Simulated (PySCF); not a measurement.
How methods differ on the excitation energy of La(2+)

La(2+) [Xe] 5d1 (2D) → La(2+) [Xe] 6p1 (2P), as a difference of total energies. Calculation: PySCF 2.14, in ANO-RCC-VTZP (8s7p5d3f2g1h, 104 functions); scalar relativity by spin-free X2C-1e. The calculations carry no spin-orbit coupling.

| method | excitation energy (cm⁻¹) |
| --- | --- |
| UHF | 40883 |
| BHandHLYP | 42355 |
| LC-wPBE | 44998 |
| M06 | 43888 |

The basis was made for the ground configuration and has no added diffuse functions, so the excitation energy can come out too high.
